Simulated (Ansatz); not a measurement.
The first iterations of a band of Cl3HOSi + H2 (8 atoms, charge 0, multiplicity 1).

All numbers below come from RKS B3LYP-D4/def2-SVP in Ansatz.

```json
{
 "movable images": "7",
 "climbing image": "yes",
 "spring": "20.0 eV/Å²",
 "optimiser": "quadratic models (default)",
 "start path": "through a guess of the saddle point",
 "force threshold": "0.03 eV/Å",
 "iteration limit": "60",
 "end points": "relaxed"
}
```

First end point:

```xyz
8
Properties=species:S:1:pos:R:3
Si -0.300 0.426 -0.262
O 0.030 -0.023 1.283
H -0.713 -0.208 1.873
Cl 1.498 0.725 -1.177
Cl -1.409 2.157 -0.304
Cl -1.358 -1.034 -1.247
H 1.631 -2.739 2.188
H 1.353 -2.073 1.944
```

Last end point:

```xyz
8
Properties=species:S:1:pos:R:3
Si 0.625 0.021 -0.347
O -0.253 -1.079 2.280
H -0.841 -0.334 2.468
Cl 1.463 0.736 -2.093
Cl -0.497 1.564 0.452
Cl -0.636 -1.530 -0.882
H 1.708 -0.412 0.542
H -0.839 -1.737 1.880
```

| iteration | highest image above the first end (eV) | largest band force component (eV/Å) |
| --- | --- | --- |
| 1 | 3.883 | 12.726 |
| 2 | 2.369 | 2.486 |
| 3 | 2.079 | 1.927 |
| 4 | 2.040 | 0.862 |
| 5 | 1.760 | 1.761 |
| 6 | 1.965 | 0.566 |
| 7 | 1.921 | 1.159 |
| 8 | 2.412 | 0.536 |
| 9 | 2.451 | 0.731 |
| 10 | 2.384 | 0.494 |
| 11 | 2.367 | 0.223 |
| 12 | 2.357 | 0.159 |
| 13 | 2.339 | 0.134 |
| 14 | 2.331 | 0.165 |

Problem. Does the band converge within its limit, and where does its top end?

Solution. The run converged. It ended after 43 iterations with the highest image 2.297 eV above the first end. Neighbouring images differ by up to 1.7 eV, so the band resolves the path poorly. Another band between the same ends (7 images) ends at a top of the same energy, where a vibrational analysis finds 1 clearly imaginary mode. The orbitals stay closed-shell, which can raise the energy where a bond breaks towards radicals; this wasn't checked here.

Run time: 9.2 min on 2 threads of Arm Neoverse V2, on a shared host, peak memory 0.24 GiB.
